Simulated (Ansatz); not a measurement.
CH$_{2}$Cl (SMILES [CH2-]Cl), charge -1, singlet, at a GFN2-xTB geometry (a gas-phase anion, which may not be bound at this level). Base run: B3LYP/cc-pVTZ in Ansatz (a first-principles code).

Input for Ansatz:
Ansatz 0.2 input:
```yaml
crystal:
  periodic: [false, false, false]
  atoms:
    - {symbol: C, position_ang: [0.00376299, 0.16217920, -1.24958859]}
    - {symbol: Cl, position_ang: [-0.00156201, 0.00018286, 0.61906895]}
    - {symbol: H, position_ang: [0.88406358, -0.49140260, -1.51109367]}
    - {symbol: H, position_ang: [-0.88008742, -0.48478128, -1.51554685]}
basis:
  gaussian:
    orbitals: cc-pVTZ
hamiltonian:
  xc: b3lyp
total_charge: -1
```

The base run was repeated with changes; each row names its change, and settings that it needs were set with it.

```tsv
change	ΔE vs base (mEh)
base	0.000
lower_state_search = light	0.000
forces = on	0.000
lower_state_search = full	0.000
point_charge = charge:1.0 position_ang:3.6831, 1.6045, -2.8767	-118.5
final_grid = 6, 12, 29	0.000
point_charge = charge:0.5 position_ang:3.9824, 1.5455, -2.2438	-58.263
nuclear_model = gaussian	0.444
fitting.mean_field = def2-universal-JKFIT	-0.024
accuracy = high	-0.004
point_charge = charge:-1.0 position_ang:-2.9505, -1.5519, -4.0987	101.4
```

A gas-phase anion may not be bound at this level; its values then depend on the basis.
